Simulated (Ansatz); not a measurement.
A nudged elastic band was laid between two geometries of GeH4O (6 atoms, charge 0, multiplicity 1).

All numbers below come from Ansatz, RKS B3LYP/def2-SVP.

```yaml
movable_images: 7
climbing_image: yes
spring: 5.0 eV/Å²
optimiser: quadratic models (default)
start_path: through a guess of the saddle point
force_threshold: 0.03 eV/Å
iteration_limit: 60
end_points: relaxed
```

First end point:

```xyz
6
Properties=species:S:1:pos:R:3
Ge 0.177 -0.037 0.252
H -0.021 -0.006 1.786
O 1.923 -0.058 -0.154
H 2.382 -0.825 0.211
H -0.344 1.254 -0.397
H -0.533 -1.279 -0.336
```

Last end point:

```xyz
6
Properties=species:S:1:pos:R:3
Ge -0.666 0.324 0.185
H 1.454 -0.568 1.676
O 1.452 -0.013 0.882
H 1.914 -0.523 0.200
H -0.002 0.979 -1.118
H -0.568 -1.151 -0.463
```

**Question.** What changes between the two ends?

**Answer.** Bonds broken: Ge1–H2. Bonds formed: H2–O3.

**Question.** What energy profile does the band end with?

**Answer.** The forces met the threshold. The highest image is number 3 of 0 to 8, 2.49 eV above the first end and 1.43 eV above the last; the last end lies 1.07 eV above the first. A vibrational analysis at the climbing image gives one clearly imaginary mode, 1389i cm⁻¹: a first-order saddle point. The orbitals stay closed-shell, which can raise the energy where a bond breaks towards radicals; this wasn't checked here.

```csv
image,path coordinate (Å),energy (eV),Ge1–H2 (Å),H2–O3 (Å)
0,0.00,0.00,1.55,2.75
1,0.45,0.29,1.53,2.39
2,0.90,1.47,1.53,1.90
3,1.35,2.49,1.62,1.41
4,1.74,1.66,1.90,1.04
5,2.13,1.20,2.34,0.97
6,2.51,1.08,2.69,0.97
7,2.90,1.07,2.73,0.97
8,3.29,1.07,2.74,0.97
```

**Question.** What is the geometry of the highest image?

**Answer.** 
```xyz
6
Properties=species:S:1:pos:R:3:forces:R:3
Ge -0.220 -0.005 0.310 0.02 0.00 0.01
H 0.901 -0.032 1.480 -0.01 0.00 -0.01
O 1.819 0.013 0.406 0.00 0.01 -0.01
H 2.153 -0.896 0.328 0.00 0.00 0.00
H -0.518 1.220 -0.597 0.00 0.01 -0.01
H -0.550 -1.253 -0.565 0.00 0.00 0.00
```

**Question.** What are the harmonic wavenumbers there?

**Answer.** 1389i, 344, 455, 553, 692, 791, 910, 986, 1877, 2044, 2076, 3761 cm⁻¹.

Time of the run: 2.4 min on 1 thread of Arm Neoverse V1, on a shared host, peak memory 0.11 GiB.
